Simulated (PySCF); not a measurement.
C2H9AlN2. Atoms are numbered in the order given.

```xyz
14

Al    -0.6634    -0.8746     0.0000
H     -2.2336    -1.0501     0.0000
N      0.3977    -2.3052     0.0000
H      0.0473    -3.2601     0.0000
H      1.4142    -2.3200     0.0000
N      0.0323     0.7785     0.0000
C     -0.7959     1.9698     0.0000
C      1.4501     1.0790     0.0000
H     -0.6098     2.6030     0.8918
H     -0.6098     2.6030    -0.8918
H     -1.8638     1.6986     0.0000
H      1.7483     1.6680    -0.8916
H      1.7483     1.6680     0.8916
H      2.0477     0.1536     0.0000
```

Geometry optimised at TPSSh-D3(BJ)/def2-SVP. The structure was generated by enumeration; whether it is a known compound was not checked. Other conformers were not sampled.

Vertical ionisation energy (IE) and electron affinity (EA) in eV. Rows of orbital energies are one-electron estimates. Where ΔSCF, EOM or ADC give a negative EA the extra electron is unbound and the value depends on the basis.

```
level                                         IE    EA
------------------------------------------  ----  ----
−ε(HOMO), −ε(LUMO), PBE0/def2-TZVP (PySCF)     …     …
−ε(HOMO), −ε(LUMO), PBE/def2-TZVP (PySCF)   4.84  0.48
```

Q: Some entries are withheld; supply them. (An estimate is asked for; the answer gives what the named calculation found.)

A: 
- −ε(HOMO), −ε(LUMO), PBE0/def2-TZVP (PySCF), IE: 6.10
- −ε(HOMO), −ε(LUMO), PBE0/def2-TZVP (PySCF), EA: -0.27
